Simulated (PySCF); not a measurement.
C3H6O3, triplet, at a GFN2-xTB geometry (a higher spin typed on purpose: for a closed-shell molecule this is an excited state); MP2/6-31G* (PySCF).

Input for PySCF:
```python
from pyscf import gto, scf, mp

mol = gto.M(
    atom='''
C     1.84417598   -0.21486119   -0.64407116
O     1.12497198   -0.47866482    0.52247035
C    -0.02993387    0.32711662    0.73690745
O    -0.07878555    1.48154975    0.19784924
O    -1.08884693   -0.59104353    0.48242837
C    -1.78851403   -0.39926518   -0.70977666
H     2.06116808    0.85717789   -0.72547480
H     2.74960368   -0.82047779   -0.58516808
H     1.28174713   -0.51850982   -1.54102116
H    -2.62951586   -1.09353471   -0.68246175
H    -1.16625086   -0.64277602   -1.58529880
H    -2.10983665    0.64544776   -0.80091696
''',
    basis='6-31g*',
    spin=2,
    verbose=4,
)

mf = scf.UHF(mol)
mf.kernel()

pt = mp.MP2(mf)
pt.kernel()
print('E(MP2) = %.10f' % pt.e_tot)
```

Output, abridged:

```
PySCF version 2.14.0

[INPUT] verbose = 4
[INPUT] num. atoms = 12
[INPUT] num. electrons = 48
[INPUT] charge = 0
[INPUT] spin (= nelec alpha-beta = 2S) = 2
[INPUT] symmetry False subgroup None
[INPUT] Mole.unit = angstrom
[INPUT] Symbol           X                Y                Z      unit          X                Y                Z       unit  Magmom
[INPUT]  1 C      1.844175980000  -0.214861190000  -0.644071160000 AA    3.484987527701  -0.406028803898  -1.217118097131 Bohr   0.0
[INPUT]  2 O      1.124971980000  -0.478664820000   0.522470350000 AA    2.125888940010  -0.904545415264   0.987325869706 Bohr   0.0
[INPUT]  3 C     -0.029933870000   0.327116620000   0.736907450000 AA   -0.056566816148   0.618160822593   1.392553259652 Bohr   0.0
[INPUT]  4 O     -0.078785550000   1.481549750000   0.197849240000 AA   -0.148883112073   2.799723267418   0.373880877553 Bohr   0.0
[INPUT]  5 O     -1.088846930000  -0.591043530000   0.482428370000 AA   -2.057622489273  -1.116910399396   0.911657494020 Bohr   0.0
[INPUT]  6 C     -1.788514030000  -0.399265180000  -0.709776660000 AA   -3.379801686642  -0.754501841275  -1.341283497009 Bohr   0.0
[INPUT]  7 H      2.061168080000   0.857177890000  -0.725474800000 AA    3.895043167896   1.619831452133  -1.370948682274 Bohr   0.0
[INPUT]  8 H      2.749603680000  -0.820477790000  -0.585168080000 AA    5.195997906296  -1.550478314388  -1.105807408038 Bohr   0.0
[INPUT]  9 H      1.281747130000  -0.518509820000  -1.541021160000 AA    2.422151036647  -0.979841552698  -2.912107944560 Bohr   0.0
[INPUT] 10 H     -2.629515860000  -1.093534710000  -0.682461750000 AA   -4.969064815600  -2.066481109606  -1.289665797991 Bohr   0.0
[INPUT] 11 H     -1.166250860000  -0.642776020000  -1.585298800000 AA   -2.203894717938  -1.214670637238  -2.995780557602 Bohr   0.0
[INPUT] 12 H     -2.109836650000   0.645447760000  -0.800916960000 AA   -3.987013436070   1.219719494114  -1.513513702919 Bohr   0.0

nuclear repulsion = 252.666173618474
number of shells = 48
number of NR pGTOs = 186
number of NR cGTOs = 96
basis = 6-31g*
ecp = {}

******** <class 'pyscf.scf.uhf.UHF'> ********
method = UHF
initial guess = minao
damping factor = 0
level_shift factor = 0
DIIS = <class 'pyscf.scf.diis.CDIIS'>
diis_start_cycle = 1
diis_space = 8
diis_damp = 0
SCF conv_tol = 1e-09
SCF conv_tol_grad = None
SCF max_cycles = 50
direct_scf = True
direct_scf_tol = 1e-13
number electrons alpha = 25  beta = 23
Set gradient conv threshold to 3.16228e-05
init E= -342.40588262784

cycle= 1 E= -341.208863435042  delta_E=  1.2  |g|= 0.646  |ddm|= 2.44
cycle= 2 E= -341.371096493996  delta_E= -0.162  |g|= 0.421  |ddm|= 0.856
cycle= 3 E= -341.443773358193  delta_E= -0.0727  |g|= 0.0937  |ddm|= 0.35
cycle= 4 E= -341.454957458404  delta_E= -0.0112  |g|= 0.0469  |ddm|= 0.173
cycle= 5 E= -341.45835040225  delta_E= -0.00339  |g|= 0.0244  |ddm|= 0.0816
cycle= 6 E= -341.45955054911  delta_E= -0.0012  |g|= 0.00753  |ddm|= 0.066
cycle= 7 E= -341.459650170428  delta_E= -9.96e-05  |g|= 0.0031  |ddm|= 0.017
cycle= 8 E= -341.459667129698  delta_E= -1.7e-05  |g|= 0.00138  |ddm|= 0.0073
cycle= 9 E= -341.459672647675  delta_E= -5.52e-06  |g|= 0.000873  |ddm|= 0.00387
cycle= 10 E= -341.459675579285  delta_E= -2.93e-06  |g|= 0.000637  |ddm|= 0.00274
cycle= 11 E= -341.45967798354  delta_E= -2.4e-06  |g|= 0.000447  |ddm|= 0.00305
cycle= 12 E= -341.459679662901  delta_E= -1.68e-06  |g|= 0.000274  |ddm|= 0.00323
cycle= 13 E= -341.459680437118  delta_E= -7.74e-07  |g|= 0.000137  |ddm|= 0.00277
cycle= 14 E= -341.459680594404  delta_E= -1.57e-07  |g|= 7.5e-05  |ddm|= 0.00128
cycle= 15 E= -341.459680627115  delta_E= -3.27e-08  |g|= 4.22e-05  |ddm|= 0.000525
cycle= 16 E= -341.459680636942  delta_E= -9.83e-09  |g|= 2.59e-05  |ddm|= 0.000287
cycle= 17 E= -341.459680639502  delta_E= -2.56e-09  |g|= 1.2e-05  |ddm|= 0.000153
cycle= 18 E= -341.459680639884  delta_E= -3.82e-10  |g|= 5.43e-06  |ddm|= 4.69e-05
Extra cycle  E= -341.45968063992  delta_E= -3.55e-11  |g|= 3.53e-06  |ddm|= 9e-06
converged SCF energy = -341.45968063992  <S^2> = 2.0415622  2S+1 = 3.0275813

******** <class 'pyscf.mp.ump2.UMP2'> ********
nocc = (np.int64(25), np.int64(23)), nmo = (96, 96)
E(UMP2) = -342.372834506267  E_corr = -0.913153866347083
E(SCS-UMP2) = -342.340516572004  E_corr = -0.880835932083907
E_corr(same-spin) = -0.248017739460684
E_corr(oppo-spin) = -0.665136126886399
E(MP2) = -342.3728345063
```
